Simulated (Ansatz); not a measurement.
`[CH3][GeH]([NH2])[F]` + H₂ → `[NH2][GeH2][F]` + CH₄ at 600 K and 1 bar (hydrogenolysis of a Ge–C bond).

Program: Ansatz. Geometries: PBE0-D4/def2-TZVP. ΔE: electronic, gas phase. CCSD(T)/CBS adds triple-zeta CCSD(T) − MP2 to the extrapolated MP2 energy (def2 sets, frozen cores). This one scheme is used for every species. For Ge outer-core shells are correlated without core-valence functions, which leaves a few kJ/mol of doubt a bond. Scalar relativity is left out up to krypton. One conformer a species, not always the lowest.

| species | CCSD(T)/CBS energy (Eh) | H − E (kJ/mol) | S (J/(mol·K)) |
| --- | --- | --- | --- |
| `[CH3][GeH]([NH2])[F]` | -2272.33936 | 250.6 | 424.3 |
| H₂ | -1.17544 | 43.9 | 150.8 |
| `[NH2][GeH2][F]` | -2233.06137 | 159.6 | 359.2 |
| CH₄ | -40.46206 | 140.4 | 215.7 |

H − E and S are ideal-gas, rigid-rotor, harmonic terms from PBE0-D4/def2-TZVP, for one conformer and one mirror image of each species. The MP2-based limit puts H₂ 0.8 mEh under its directly extrapolated value; such offsets cancel only in part. 1 Eh = 2625.50 kJ/mol, R = 8.31446 J/(mol·K).

Q: By hand: ΔE, ΔH, ΔS and ΔG.

A: ΔE = (-2233.06137) + (-40.46206) − (-2272.33936) − (-1.17544) = -0.00863 Eh = -22.7 kJ/mol. Δ(H − E) = 159.6 + 140.4 − 250.6 − 43.9 = 5.5, so ΔH = -17.2 kJ/mol. ΔS = 359.2 + 215.7 − 424.3 − 150.8 = -0.2 J/(mol·K). ΔG = -17.2 − 600 × (-0.2)/1000 = -17.1 kJ/mol.

Q: By hand: the equilibrium constant, and the temperature at which ΔG would vanish if ΔH and ΔS stayed fixed.

A: log₁₀ K = −ΔG/(RT ln 10) = 1.5. ΔG = 0 at ΔH/ΔS = 86000 K, far beyond where these terms or the molecules hold.

The number of gas molecules stays the same, so ΔS is small and ΔH decides. A doubt of 5 kJ/mol in ΔE shifts log₁₀ K by 0.4 here. Other conformers and mirror images would add mixing entropy, several J/(mol·K) or more a flexible species. These are equilibria of isolated gas molecules and say nothing of rates. Largest T1 diagnostic: 0.011 (customary marks: 0.02 for closed shells, 0.045 for open ones).
